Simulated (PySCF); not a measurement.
One molecule, one basis, several functionals.

CF3CH2CN, C₃H₂F₃N.
SMILES: `FC(F)(CC#N)F`

Torsions of this conformer, `[N:1]#[C:2][CH2:3][C:4]([F:5])([F:6])[F:7]`: C2–C3–C4–F5 60°.

PySCF, pcSseg-2 basis, density fitting, gas phase, PBE0-D3(BJ)/def2-SVP geometry. One functional is left out:

```tsv
functional	exact exchange (%)	HOMO energy (eV)	LUMO energy (eV)	dipole moment (D)
BLYP	0	-8.54	-1.13	3.260
LDA	0	-8.88	-1.46	3.343
PBE	0	-8.67	-1.20	3.264
PBE0	25	-10.07	-0.20	3.329
BHandHLYP	50	-11.34	0.54	3.398
```

Predict the row of B3LYP (20 % exact exchange) by straight lines through the other rows, and check it.

| property | line | computed | computed − line | PBE0 (25 %), for comparison |
| --- | --- | --- | --- | --- |
| HOMO energy (eV) | -9.77 | -9.83 | -0.06 | -10.07 |
| LUMO energy (eV) | -0.51 | -0.50 | +0.01 | -0.20 |
| dipole moment (D) | 3.329 | 3.318 | -0.011 | 3.329 |

Which of these properties follows the share of exact exchange most closely, and which least?

Most closely the HOMO energy, least the dipole moment; the correlations over the tabulated rows are HOMO energy -0.995, LUMO energy 0.986, dipole moment 0.814. The HOMO energy moves by -0.531 eV for every 10 %. Functionals with the same share still differ in their other parts: at 0 % BLYP and LDA differ by 0.34 eV in it.
